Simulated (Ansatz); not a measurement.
Ansatz (a first-principles code) input (CCSD(T)/6-31G*):

Ansatz 0.2 input:
```yaml
crystal:
  periodic: [false, false, false]
  atoms:
    - {symbol: Si, position_ang: [-1.72621883, 0.34022093, 0.24687692]}
    - {symbol: Si, position_ang: [0.46001309, 0.80808732, -0.60312810]}
    - {symbol: Cl, position_ang: [1.40967863, -1.08618352, 0.18126254]}
    - {symbol: H, position_ang: [-2.62980630, 1.54175881, 0.12759535]}
    - {symbol: H, position_ang: [-1.91093366, -0.09895103, 1.67271005]}
    - {symbol: H, position_ang: [-2.46625452, -0.71164252, -0.53026241]}
    - {symbol: H, position_ang: [0.76933835, 1.65763886, 0.63601051]}
basis:
  gaussian:
    orbitals: 6-31G*
total_charge: -1
magnetization: {spin_polarized: false}
correlation: {method: ccsd_t, electrons: outside_noble_gas}
```

End of the output:

```
15 core orbitals not correlated
reference -28291.17837842 eV, -1039.6816289575 hartree; 10, 10 occupied and 40, 40 virtual orbitals, 622 factors
second order -7.85899781 eV of doubles, -0.00000000 eV of singles
coupled cluster: 0.30 GiB planned
cycle   1  -8.81249771 eV  change   -9.5e-1 eV  update   8.3e-2
cycle   2  -9.18392577 eV  change   -3.7e-1 eV  update   3.0e-2
cycle   3  -9.21557107 eV  change   -3.2e-2 eV  update   9.2e-3
cycle   4  -9.21226785 eV  change    3.3e-3 eV  update   3.2e-3
cycle   5  -9.21140499 eV  change    8.6e-4 eV  update   9.9e-4
cycle   6  -9.21141671 eV  change   -1.2e-5 eV  update   3.6e-4
cycle   7  -9.21142951 eV  change   -1.3e-5 eV  update   1.3e-4
cycle   8  -9.21145012 eV  change   -2.1e-5 eV  update   4.6e-5
cycle   9  -9.21145301 eV  change   -2.9e-6 eV  update   1.6e-5
perturbative correction -0.24892704 eV, -0.0091478999 hartree
Total energy: -28300.63875847 eV, -1040.0292915117 hartree
```

It need not be the lowest isomer of its formula. Whether it binds its extra electron was not tested at this geometry.
